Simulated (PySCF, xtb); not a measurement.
C2H6GaI, SMILES [CH3][Ga]([CH3])[I].

GFN2-xTB (xtb 6.7.1) at its own geometry gives an orbital gap of 4.25 eV and a dipole moment of 6.89 D.

The structure is a stationary point at PBE0-D3(BJ)/def2-SVP. The structure was generated by enumeration; whether it is a known compound was not checked. The def2 effective core potentials stand for the cores of I; spin–orbit coupling is left out.

Task: What does PBE/def2-TZVP (PySCF) give? (The exact figures need the calculation; the answer reports its results.)

Result: gap 4.07 eV (levels -5.99 and -1.92 eV), dipole 2.67 D.
